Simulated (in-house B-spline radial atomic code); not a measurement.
Values are calculated unless marked as measured or tabulated.
# Correlation energy from the adiabatic connection: −Z/r, Z = 4.5

Two electrons in a singlet, external potential −Z/r, Z = 4.5 (atomic units). Full CI in B-splines (partial waves to l = 8, correlation up to 0.6 % small) with the density held fixed gives W(λ) = <V_ee>_λ − U, and E_c is the integral of W(λ) − W(0) from 0 to 1.

| λ | W(λ) − W(0) (hartree) |
| --- | --- |
| 0 | 0.00000 |
| 0.02 | -0.00188 |
| 0.05 | -0.00467 |
| 0.12 | -0.01115 |
| 0.25 | -0.02297 |
| 0.4 | -0.03627 |
| 0.6 | -0.05350 |
| 0.8 | -0.07014 |
| 1 | -0.08625 |

Task: Integrate the table by the trapezoid rule.

Result: The strips give -0.00002, -0.00010, -0.00055, -0.00222, -0.00444, -0.00898, -0.01236, -0.01564, which sum to -0.04431 hartree. The direct value, W(1) − W(0) + T_c with T_c = 0.04190, is -0.04435; the curve is convex, so chords lie above it and the trapezoids fall short in size by 0.08 %.

Task: Now use only three numbers: W(0) = -2.5893, the initial slope W'(0) = -0.09392 (extrapolated from the first points) and the strong-coupling limit of the point-charge-plus-continuum model, W∞ = -3.6798. What do second-order theory and the interpolation W(λ) = W∞ + (W(0) − W∞)/√(1 + 2χλ) of Seidl, Perdew and Levy give?

Result: Second order keeps the slope alone: E_c = W'(0)/2 = -0.04696, +6 % in size against -0.04435. Matching the slope fixes χ = W'(0)/(W∞ − W(0)) = -0.09392/(-1.09050) = 0.08613. Integrating, with s = √(1 + 2χ) = 1.082706, E_c = −(W(0) − W∞)(s − 1)/(s + 1) = −1.09050 × 0.082706/2.082706 = -0.04330 hartree, -2.4 % in size against the full result. At λ = 1 the formula gives W − W(0) = -0.08330 against -0.08625. Part of the miss can come from the model's W∞.
